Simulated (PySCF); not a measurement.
Radial density of F(2+) (fluorine, charge +2)

UHF, [He] 2s2 2p3, high-spin 4S determinant. All numbers are calculated (PySCF 2.14, no relativity, point nucleus, in def2-TZVP).

| r (bohr) | 4πr²ρ (e/bohr) | 4πr²(ρα − ρβ) |
| --- | --- | --- |
| 0.00240 | 0.03145 | 0.0000 |
| 0.00404 | 0.08664 | 0.0000 |
| 0.00680 | 0.2327 | 0.0001 |
| 0.0114 | 0.6064 | 0.0002 |
| 0.0192 | 1.490 | 0.0007 |
| 0.0324 | 3.336 | 0.0029 |
| 0.0545 | 6.363 | 0.0139 |
| 0.0916 | 9.337 | 0.0692 |
| 0.154 | 8.960 | 0.3020 |
| 0.259 | 5.013 | 1.0788 |
| 0.436 | 4.133 | 2.5666 |
| 0.733 | 5.404 | 3.1457 |
| 1.23 | 2.559 | 1.3973 |
| 2.07 | 0.2427 | 0.1360 |
| 3.49 | 0.001758 | 0.0009 |
